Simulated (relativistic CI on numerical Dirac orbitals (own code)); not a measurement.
## Te XI: q coefficients and field-shift factors

These numbers are calculated, not measured: Dirac-Coulomb-Breit CI, orbitals from a KLI potential per configuration, derivatives by finite differences, unscaled Slater integrals, QED left out (own radial code, finite nucleus).

CI space (outside the closed core [Ar] 3d10): 4s²4p⁶4d⁶, 4s²4p⁵4d⁷, 4s²4p⁶4d⁵5s, 4s²4p⁴4d⁸, 4s4p⁶4d⁷, 4s²4p⁶4d⁵5p, 4s²4p⁶4d⁴5s², 4p⁶4d⁸. Levels of other configurations are missing.

With x = (α/α₀)² − 1 an excitation energy changes as ω = ω₀ + qx; K = 2q/ω₀ is the relative enhancement. Terms are leading LS components, so labels can repeat. The field-shift factor is F = δν/δ⟨r²⟩ for the transition from the lowest level.

Lowest level 4s²4p⁶4d⁶ ⁵D4.

| Level | ω₀ (cm⁻¹) | q (cm⁻¹) | F (GHz/fm²) |
| --- | --- | --- | --- |
| 4s²4p⁶4d⁶ ⁵D3 | 7194.0 | 8668 | 0.106 |
| 4s²4p⁶4d⁶ ⁵D2 | 8376.3 | 4994 | 0.0436 |
| 4s²4p⁶4d⁶ ⁵D1 | 11469.5 | 10790 | 0.124 |
| 4s²4p⁶4d⁶ ⁵D0 | 12214.2 | 10610 | 0.126 |
| 4s²4p⁶4d⁶ ³F4 | 30157.5 | -1870 | 0.034 |
| 4s²4p⁶4d⁶ ³P2 | 30831.6 | 8492 | -0.0205 |
| 4s²4p⁶4d⁶ ³H5 | 36221.9 | 3996 | 0.133 |
| 4s²4p⁶4d⁶ ³H6 | 36483.3 | 5143 | 0.152 |
| 4s²4p⁶4d⁶ ³F3 | 39129.2 | 7699 | 0.106 |
| 4s²4p⁶4d⁶ ³F2 | 40181.3 | 7131 | 0.0392 |
| 4s²4p⁶4d⁶ ³H4 | 43910.4 | 14780 | 0.218 |
| 4s²4p⁶4d⁶ ¹S0 | 44398.7 | 10920 | 0.153 |
| 4s²4p⁶4d⁶ ³P1 | 47686.8 | 19280 | 0.144 |

At this charge energies of transitions that change n are usually good to better than 1 %, and those within a shell (Δn = 0) to a few per cent. Terms inside the open d or f shell come out 10 to 20 % too wide with unscaled integrals. Levels and lines within the n = 5 or 6 shells can be off by up to 10 % or somewhat more, and those that change n by about 2 %, since core polarisation is missing.

Problem. Which transition from the lowest level has the largest |K|?

Solution. 4s²4p⁶4d⁶ ⁵D3 at 7194.0 cm⁻¹, K = 2.41.
